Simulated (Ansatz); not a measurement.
Cartesian coordinates (Å):
```xyz
8

B     -1.4573     1.0705     0.2233
C     -0.8049    -0.1355     0.1268
C      0.5539    -0.6072    -0.0826
B      1.7988    -0.0599    -0.2832
H     -2.1046     2.0402     0.3202
H     -1.5653    -0.9159     0.2483
H      0.6827    -1.6959    -0.0934
H      2.8967     0.3037    -0.4592
```
Charge 0, spin multiplicity 1.

These are frozen-core CCSD(T)/cc-pVTZ // CAM-B3LYP-D3(BJ)/def2-TZVP in Ansatz (a program for electronic structure) values and carry that method's errors. The restricted HF reference is unstable towards unrestricted orbitals.

```yaml
HF energy: -127.32553 Ha
MP2 correlation energy: -0.49836 Ha
```

Estimate the CCSD correlation energy, the (T) correction, the total energy and the T1 diagnostic.


```
Property                        Result
-----------------------  -------------
CCSD correlation energy    -0.53354 Ha
(T) correction             -0.02585 Ha
CCSD(T) total energy     -127.88492 Ha
T1 diagnostic                    0.014
```
